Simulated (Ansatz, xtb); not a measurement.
Relative energy of two isomers of C4H7BO

We compare I, `B[C@@]1(C=C)CO1`, a singlet, with II, `B[C@@H]1O[C@@H]1C=C`, a singlet. Both are isolated molecules in the gas phase, relaxed with r2SCAN-D4/def2-SVP, each in the lowest conformer that the search found.

Energies in hartree; the thermal terms are from GFN2-xTB frequencies at re-optimised GFN2-xTB minima (ideal gas, soft modes damped towards free rotors, one conformer each, 298.15 K, 1 atm) and include the zero-point energy:

|  | I | II |
| --- | --- | --- |
| E, CCSD(T)/def2-SVP | −255.691573 | −255.690324 |
| E, MP2/def2-SVP | −255.606829 | −255.604912 |
| E, MP2/def2-TZVPP | −256.081683 | −256.080367 |
| zero-point energy | 0.098408 | 0.098696 |
| H(298 K) − E | 0.106269 | 0.106481 |
| G(298 K) − E | 0.068205 | 0.068449 |

Task: Correct the CCSD(T) difference for the basis set by the MP2 change, then work out ΔE, ΔE₀, ΔH and ΔG for I → II in kcal/mol (1 Eh = 627.51 kcal/mol) and the equilibrium ratio [II]/[I].

Result: 1. Differences II − I: CCSD(T) +0.001249, MP2 in the small set +0.001917, MP2 in the large set +0.001316 Eh.
2. ΔE = +0.001249 + (+0.001316 − (+0.001917)) = +0.000648 Eh = +0.41 kcal/mol.
3. ΔE₀ = ΔE + ΔZPE = +0.000648 + (+0.000288) Eh = +0.59 kcal/mol.
4. ΔH = ΔE + (+0.000212) Eh = +0.54 kcal/mol.
5. ΔG = ΔE + (+0.000244) Eh = +0.56 kcal/mol, so ΔS = (ΔH − ΔG)/T = −0.3 J/(mol K).
6. kT = 0.9442 mEh, so K = [II]/[I] = exp(−ΔG/kT) = exp(−0.94) ≈ 0.39.

The two are too close for this level to say which is favoured. An error of 1 kcal/mol in ΔG would change K by a factor of 5.4. Mirror images and further conformers aren't counted.

As drawn, both hold the same kinds of bond in the same numbers.

Other levels gave ΔE = −1.6 (GFN2-xTB); −0.9 (HF/STO-3G, GFN2-xTB geometries); −0.2 (r2SCAN-D4/def2-SVP//GFN2-xTB); +0.2 (r2SCAN-D4/def2-SVP); −0.7 (HF/def2-SVP); +1.2 (MP2/def2-SVP); +0.8 (CCSD(T)/def2-SVP) kcal/mol. The correlated steps freeze 6 core orbitals. Programs: Ansatz 0.2.0, xtb 6.7.1.
